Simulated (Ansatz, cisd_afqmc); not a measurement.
System: SeOF, charge 0, doublet. SeOF (SMILES [O][Se]F, doublet).
B3LYP-D3(BJ)/def2-TZVP minimum from Ansatz (a quantum-chemistry and plane-wave program):
```xyz
3

Se     0.1871     0.1847     0.2272
F     -1.5097     0.1702    -0.2832
O      0.9033    -0.9764    -0.6471
```
Charge 0, spin multiplicity 2.

Total energies in cc-pVDZ, 19 correlated electrons, 16 frozen orbitals. UHF or UKS for unpaired electrons; spin-orbit terms are left out. Correlated methods leave the cores frozen (noble-gas shells, and filled d and f shells in the p block). No relativity. AFQMC/CISD: phaseless, guided by CISD from CCSD amplitudes; bars are statistical, one sigma. Outlying blocks are dropped, and bars are widened where a walk drifts. Over all cases where full CI ran beside it in this data, AFQMC minus full CI had a median of +0.1 mEh and passed +0.4 mEh in a tenth of the cases. The UHF reference of FOSe ([O][Se]F, doublet) is spin-contaminated (<S^2> up to 0.04 over the pure value in the sets run).

```json
[
 {"method": "HF", "program": "Ansatz", "energy (Eh)": "-2574.03858", "minus CCSDT(Q) (mEh)": "514.70"},
 {"method": "MP2", "program": "Ansatz", "energy (Eh)": "-2574.51417", "minus CCSDT(Q) (mEh)": "39.11"},
 {"method": "CCSD", "program": "Ansatz", "energy (Eh)": "-2574.53453", "minus CCSDT(Q) (mEh)": "18.76"},
 {"method": "CCSD(T)", "program": "Ansatz", "energy (Eh)": "-2574.54914", "minus CCSDT(Q) (mEh)": "4.14"},
 {"method": "CCSDT(Q)", "program": "Ansatz", "energy (Eh)": "-2574.55328", "minus CCSDT(Q) (mEh)": "0.00"},
 {"method": "AFQMC/CISD", "program": "cisd_afqmc", "energy (Eh)": "-2574.5523 ± 0.0004", "minus CCSDT(Q) (mEh)": "1.0 ± 0.4"}
]
```

Rough core times of Ansatz's runs on a shared machine: CCSD(T) under 20 s, CCSDT(Q) 2 min.
